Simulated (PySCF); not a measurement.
C₃H₈O₂Si, SMILES OC[SiH]1COC1. Atoms are numbered in the order given.

```xyz
14

O      2.6522    -0.0484     0.5283
C      1.7349     0.0889    -0.5643
Si     0.0084     0.4846     0.1260
C     -1.0583    -0.9306     0.8220
O     -2.1247    -0.6040    -0.1048
C     -1.5607     0.4173    -0.9615
H      2.7455     0.8233     0.9425
H      2.0817     0.8313    -1.3121
H      1.7195    -0.8841    -1.0817
H      0.1641     1.6850     1.0015
H     -0.6793    -1.9566     0.6532
H     -1.4146    -0.8674     1.8647
H     -2.2181     1.3037    -1.0008
H     -1.4313     0.0459    -1.9965
```

Coordinates come from a TPSSh-D3(BJ)/def2-SVP optimisation. The geometry has at least one imaginary mode, so it is a saddle point at that level. This is a generated structure with no PubChem entry under its InChIKey; it may be hypothetical. Other conformers were not sampled.

Calculation: TDDFT-PBE/def2-SVPD run with PySCF.

Vertical excitations. Gas-phase values at a fixed geometry.

Computed excitation energies, oscillator strengths and character:
| state | energy (eV) | λ (nm) | f | main pairs |
|---|---|---|---|---|
| S1 | 4.91 | 252 | 0.001 | HOMO→LUMO 100 % |
| S2 | 5.30 | 234 | 0.002 | HOMO→LUMO+1 99 % |
| S3 | 5.32 | 233 | 0.011 | HOMO−1→LUMO 98 % |
| S4 | 5.61 | 221 | 0.004 | HOMO−1→LUMO+1 99 % |
| S5 | 5.80 | 214 | 0.006 | HOMO→LUMO+2 99 % |
| S6 | 6.09 | 204 | 0.001 | HOMO−1→LUMO+2 99 % |
| S7 | 6.24 | 199 | 0.005 | HOMO−2→LUMO 89 % |
| S8 | 6.26 | 198 | 0.012 | HOMO→LUMO+3 73 %, HOMO→LUMO+4 17 % |
| S9 | 6.36 | 195 | 0.000 | HOMO→LUMO+4 80 %, HOMO→LUMO+3 18 % |
| S10 | 6.52 | 190 | 0.010 | HOMO−1→LUMO+3 46 %, HOMO−3→LUMO 30 %, HOMO−2→LUMO+1 18 % |
| T1 | 4.85 | 256 | 0 | HOMO→LUMO 99 % |
| T2 | 5.01 | 248 | 0 | HOMO−1→LUMO 98 % |
| T3 | 5.19 | 239 | 0 | HOMO→LUMO+1 98 % |
| T4 | 5.44 | 228 | 0 | HOMO−1→LUMO+1 99 % |
Triplets are in the Tamm–Dancoff approximation, which puts them higher than full response would, so one can lie above its singlet here.
